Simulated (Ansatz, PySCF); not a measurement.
The pair A = PH3 (SMILES P) (first 4 atoms), B = Si2H6 (SMILES [SiH3][SiH3]); geometry from B3LYP-D3(BJ)/def2-TZVP.
(charge 0, multiplicity 1):
```tsv
atom	x (Å)	y (Å)	z (Å)
P	-0.3602	0.2282	-0.0754
H	0.7813	-0.1793	0.6606
H	0.3673	1.1782	-0.8387
H	-0.7495	1.1836	0.8977
Si	0.6779	0.8170	3.9747
Si	-0.8075	-0.9964	3.9128
H	0.0240	2.0419	3.4547
H	1.8792	0.5342	3.1534
H	1.1072	1.0662	5.3729
H	-1.9922	-0.7118	4.7584
H	-0.1404	-2.2180	4.4252
H	-1.2680	-1.2560	2.5277
```

Correlated levels freeze the cores. Rows in 6-31G* carry no dispersion term and start afresh at each structure (6-31G* with six Cartesian d functions).

Programs: Ansatz (a first-principles code) with Gaussian orbitals; PySCF for 6-31G* rows. 

Total energies (hartree), monomers frozen at their geometry in the pair:

```tsv
structure	HF/aug-cc-pV(D+d)Z	B3LYP/6-31G*	MP2/aug-cc-pV(D+d)Z
AB	-923.8280622	-925.7216984	-924.1989918
A in the pair's basis	-342.4775909	-343.1407500	-342.6203382
B in the pair's basis	-581.3530758	-582.5829709	-581.5771816
A	-342.4774553	-343.1402401	-342.6196240
B	-581.3527481	-582.5826193	-581.5763425
```

Q: Work out the interaction energy without and with the counterpoise correction, and the superposition error, for each level.

A: 
E(AB) − E(A) − E(B), times 627.509 kcal/mol, with the monomers in their own basis and then in the pair's basis:
- HF/aug-cc-pV(D+d)Z: 1.34 uncorrected, 1.63 corrected; the monomers gain 0.29 kcal/mol from borrowed functions
- B3LYP/6-31G*: 0.73 uncorrected, 1.27 corrected; the monomers gain 0.54 kcal/mol from borrowed functions
- MP2/aug-cc-pV(D+d)Z: -1.90 uncorrected, -0.92 corrected; the monomers gain 0.97 kcal/mol from borrowed functions
